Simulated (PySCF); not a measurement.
BH₃Se₂. Atoms are numbered in the order given.

```xyz
6

B      0.0000     0.0000    -0.8522
H      0.0000     0.0000    -2.0502
Se     0.0000     1.6718     0.1245
H      0.0000     2.5249    -1.0785
Se     0.0000    -1.6718     0.1245
H      0.0000    -2.5249    -1.0785
```

The structure is a stationary point at B3LYP-D3(BJ)/def2-SVP. This is a generated structure with no PubChem entry under its InChIKey; it may be hypothetical. One conformer was computed; it need not be the lowest.

All values below come from B3LYP-D3(BJ)/def2-SVP (PySCF).

Frequencies are harmonic and unscaled.

```
mode  ν (cm⁻¹)  IR (km/mol)  Raman (Å⁴/amu)  depolarisation  moving atoms (share of kinetic energy)
----  --------  -----------  --------------  --------------  --------------------------------------
1          148          0.0             1.2            0.37                          Se 89 %, B 9 %
2          259          0.0            10.0            0.75                                  H 97 %
3          383         11.4             4.4            0.75                          H 80 %, B 20 %
4          534          1.9            18.3            0.13                 B 57 %, H 28 %, Se 14 %
5          659         38.1             2.3            0.75                  H 69 %, B 22 %, Se 9 %
6          738          0.5             0.1            0.75                          H 77 %, B 22 %
7          797         32.6             0.6            0.75                          H 62 %, B 35 %
8          822          2.1            21.2            0.75                          H 78 %, B 19 %
9         1032        177.1             0.1            0.75                          H 65 %, B 35 %
10        2414          9.2           247.8            0.14                                  H 99 %
11        2415          9.7           129.7            0.75                                  H 99 %
12        2667         57.0            85.1            0.27                           H 91 %, B 9 %
```
